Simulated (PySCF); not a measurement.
C2H3ClF2Si, SMILES F/C=C\[Si@H](F)Cl.

Geometry optimised at PBE0-D3(BJ)/def2-SVP. The structure was generated by enumeration; whether it is a known compound was not checked. Other conformers were not sampled.

Level of theory: TDDFT-PBE/def2-SVPD (PySCF 2.14.0).

Vertical excitations. 

Computed UV-visible absorptions:
```tsv
state	energy (eV)	λ (nm)	f	main pairs
S1	5.76	215	0.011	HOMO−1→LUMO 93 %
S2	6.14	202	0.133	HOMO−2→LUMO 60 %, HOMO→LUMO 34 %
S3	6.48	191	0.116	HOMO→LUMO 44 %, HOMO−2→LUMO 36 %, HOMO→LUMO+3 8 %
S4	6.73	184	0.004	HOMO→LUMO+1 97 %
S5	6.85	181	0.002	HOMO−3→LUMO 93 %
S6	7.19	172	0.004	HOMO−4→LUMO 96 %
S7	7.31	170	0.017	HOMO→LUMO+2 95 %
S8	7.44	167	0.010	HOMO−1→LUMO+1 98 %
S9	7.60	163	0.005	HOMO→LUMO+4 56 %, HOMO→LUMO+3 40 %
S10	7.70	161	0.002	HOMO−5→LUMO 97 %
T1	4.23	293	0	HOMO→LUMO 96 %
T2	5.57	223	0	HOMO−1→LUMO 98 %
T3	6.02	206	0	HOMO−2→LUMO 98 %
T4	6.60	188	0	HOMO→LUMO+1 97 %
```
Triplets are in the Tamm–Dancoff approximation, which puts them higher than full response would, so one can lie above its singlet here.
